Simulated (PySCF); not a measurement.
# How methods differ on the ionisation energy of F⁺

F⁺ [He] 2s2 2p4 (3P) → F²⁺ [He] 2s2 2p3 (4S), as a difference of total energies. All numbers are calculated (PySCF 2.14, the non-relativistic Hamiltonian (point nucleus), in dyall-acv3z). Correlated levels: valence and next inner shell: nothing frozen; virtual orbitals above 40 to 60 times the deepest correlated orbital energy dropped. The calculations carry no spin-orbit coupling.

| method | ionisation energy (eV) |
| --- | --- |
| UHF | 33.390 |
| MP2 (valence and next inner shell) | 34.668 |
| SCS-MP2 (valence and next inner shell) | 34.765 |
| CCSD (valence and next inner shell) | 34.704 |
| CCSD(T) (valence and next inner shell) | 34.734 |

A first-order spin-orbit estimate (lowest level to lowest level, LS coupling) adds 0.020 eV.

Errors of the correlated levels include the incompleteness of this basis.

Q: Which method comes closest to the reference value, and which is furthest?

A: The reference is 34.971 eV (measured; NIST Atomic Spectra Database, ionization energies). Closest: SCS-MP2 (valence and next inner shell) (error -0.185 eV); furthest: UHF (error -1.561 eV), both after the spin-orbit estimate.
